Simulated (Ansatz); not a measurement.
**What each rung costs, and what it gives**

Saddle point of C2H5Ge, doublet (C₂H₂ (C#C) + GeH₃ → C₂H₅Ge ([CH][CH][GeH3]); bonds formed: C1–Ge3), PBE0-D4/def2-TZVP structure:

```xyz
8
angstrom
C -1.0565 0.0053 -1.0268
C -0.4727 -0.8744 -1.6230
Ge 0.4879 0.4624 1.1323
H -1.7886 0.7424 -0.7850
H 0.1516 -1.6421 -2.0188
H 0.2345 1.3138 2.4029
H 1.7253 1.0002 0.3893
H 0.7184 -1.0075 1.5292
```

Barriers are electronic and count from the start structure reached by relaxing down the imaginary mode. Spin–orbit coupling is left out.

Program: Ansatz 0.2.0. Basis: as named in each row. Cores are frozen in the correlated methods; orbitals are unrestricted. Filled d shells of the heavier atoms are correlated. The def2 sets are not built for correlating such inner shells, so the correlated values are less sure here. B3LYP uses VWN-RPA correlation. Extrapolation: Hartree–Fock as exp(−7.88 √X), correlation as X^−2.97.

Times are rough, for one single point on 4 threads of a shared host (Arm Neoverse V2).

The estimate by CCSD(T) at an estimated basis limit (MP2 extrapolated from triple and quadruple zeta, plus CCSD(T) − MP2 in triple zeta) is 0.237 eV.

| method | basis | time (s) | barrier (eV) | method less estimate |
| --- | --- | --- | --- | --- |
| HF | STO-3G | under 1 | 0.139 | -0.098 |
| PBE-D4 | STO-3G | under 1 | -0.096 | -0.333 |
| SPW92 | def2-SVP | under 1 | -0.094 | -0.332 |
| PBE-D4 | def2-SVP | under 1 | 0.034 | -0.203 |
| B3LYP-D4 | 6-31G | under 1 | 0.109 | -0.128 |
| SPW92 | def2-TZVPP | under 1 | -0.081 | -0.318 |
| PBE0-D4 | def2-SVP | 1 | 0.119 | -0.118 |
| PBE-D4 | def2-TZVPP | 2 | 0.038 | -0.200 |
| BLYP-D4 | def2-TZVPP | 2 | 0.076 | -0.161 |
| PBE0-D4 | def2-TZVPP | 2 | 0.115 | -0.122 |
| B3LYP-D4 | def2-TZVPP | 3 | 0.138 | -0.099 |
| BHLYP-D4 | def2-TZVPP | 3 | 0.215 | -0.022 |
| CAM-B3LYP-D4 | def2-TZVPP | 3 | 0.204 | -0.033 |
| RPA on PBE | def2-TZVPP | 4 | 0.264 | 0.027 |
| PBE-QIDH | def2-TZVPP | 4 | 0.232 | -0.006 |
| B2PLYP | def2-TZVPP | 4 | 0.226 | -0.011 |
| r2SCAN-D4 | def2-TZVPP | 4 | 0.087 | -0.150 |
| wB97M-V | def2-SVP | 5 | 0.216 | -0.022 |
| r2SCAN0-D4 | def2-TZVPP | 6 | 0.133 | -0.104 |
| CCSD(T) | def2-SVP | 6 | 0.318 | 0.081 |
| wB97X-V | def2-TZVPP | 6 | 0.200 | -0.037 |
| wB97M-V | def2-TZVPP | 8 | 0.211 | -0.026 |
| B97M-V | def2-TZVPP | 8 | 0.126 | -0.111 |
| MP2 | def2-QZVPP | 19 | 0.564 | 0.326 |
| CCSD(T) | def2-TZVPP | 120 | 0.250 | 0.012 |

All methods are single points on the PBE0-D4 structures; a negative value means that the method puts the saddle structure below the start.

The T1 diagnostic stays at or below 0.030. ⟨S²⟩ of the unrestricted Hartree–Fock references: 0.75 to 0.93 (a pure state has 0.75). The unrestricted reference is spin-contaminated, which hurts MP2 most.

Radical steps of this kind take place in plasma deposition and etching.

Labels in which every atom is bracketed show which atoms are joined, not bond orders.
